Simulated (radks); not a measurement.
Problem. Coherent X-ray form factor from a spherical all-electron density. Calculated with a radial shooting solver on a logarithmic mesh with Libxc functionals: scalar-relativistic Kohn-Sham, LDA (Slater exchange, Perdew-Wang correlation), spin-unpolarised, spherical densities, finite nucleus; Fermi nuclear charge, rms radius of each element as measured or else 0.836 A^(1/3) + 0.57 fm.

sin(theta)/lambda (1/angstrom),f0 (electrons)
0.05,1.954
0.1,1.825
0.15,1.641
0.2,1.431
0.25,1.222
0.3,1.029
0.4,0.713
0.5,0.492
0.6,0.342
0.8,0.173
1,0.094
1.25,0.047
1.5,0.026
2,0.009

The species is in the configuration that NIST lists as its ground one. Which atom or ion scatters so?

Solution. Neutral helium, [He]. Extrapolating in s^2 from the first two rows gives f0(0) = 2.0, near the electron count 2; among species with that count, the fall with angle is slower the higher Z, and the table is that of Z = 2; from so few rows the species is fixed only to a neighbour or two.
